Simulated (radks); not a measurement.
The numbers below are computed, except where a source is named.
Question: Excited configurations of He+: one electron is placed in a higher orbital outside the bare nucleus. The ground configuration is 1s1. Level of theory: non-relativistic Kohn-Sham, r2SCAN, spin-polarised, spherical densities, point nucleus; open shells are filled with parallel spins first; meta-GGA in the generalised Kohn-Sham scheme (a radial shooting solver on a logarithmic mesh with Libxc functionals). Excitation = E - E(ground); binding = E(ion) - E, where the ion is the core of charge +2; n* = 2/sqrt(2 binding) in atomic units, and the quantum defect is n - n*.

| outer orbital | excitation (eV) | binding (eV) | n* | quantum defect | eigenvalue (eV) | <r> (bohr) |
|---|---|---|---|---|---|---|
| 2s | 40.588 | 13.839 | 1.983 | 0.017 | -11.164 | 2.936 |
| 3s | 48.229 | 6.198 | 2.963 | 0.037 | -5.036 | 6.591 |
| 4p | 50.940 | 3.487 | 3.950 | 0.050 | -2.812 | 11.40 |
| 4f | 51.066 | 3.361 | 4.024 | -0.024 | -2.424 | 9.162 |
| 5d | 52.195 | 2.232 | 4.937 | 0.063 | -1.774 | 17.17 |
| 7f | 53.261 | 1.166 | 6.833 | 0.167 | -0.939 | 33.42 |

Estimate the row for 6f.

Answer: excitation (eV) 52.857; binding (eV) 1.570; n* 5.888; quantum defect 0.112; eigenvalue (eV) -1.243; <r> (bohr) 23.86. The Delta-SCF ionisation energy is 54.427 eV (NIST Atomic Spectra Database: 54.418 eV, theoretical). Self-interaction in the functional shifts the binding energies and quantum defects, so they are the method's values and not measured ones.
